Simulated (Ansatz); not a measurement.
Breaking the N3–H4 bond in H3NSe (SMILES N[SeH]) (multiplicity 1 held, fragments rigid). Energies count from the point at 1.012 Å.
Geometry at that point (charge 0, multiplicity 1):
```xyz
5

Se    -0.04297     0.31559     0.23262
H     -1.26689     0.77294    -0.47788
N      0.36657    -1.22733    -0.72479
H      0.54788    -1.01069    -1.69644
H     -0.38582    -1.90097    -0.66111
```

U- levels take the lowest unrestricted solution at each point, which mixes spins at long bonds. Active spaces are followed from a long bond inwards. Levels need not reach the same state.

Frozen-core correlation. Filled d and f shells under p-block atoms count as core.

Programs: Ansatz (Gaussian basis) for Hartree–Fock, density functionals and correlated methods. Values without a source in brackets are computed.

Task: Give the energy at R = 3.238 Å at the level U-r2SCAN/cc-pVTZ.

Result: 101.9 kcal/mol

Task: Give the energy at R = 3.238 Å at the level SC-NEVPT2 on CASSCF(2,2)/cc-pVTZ.

Result: 108.8 kcal/mol

Task: Give the energy at R = 3.238 Å at the level U-wB97X-V/cc-pVTZ.

Result: 107.4 kcal/mol

Doubts at one or more of the structures used: a spin-contaminated determinant (U-r2SCAN/cc-pVTZ, U-wB97X-V/cc-pVTZ).

Ansatz is a program for electronic structure.
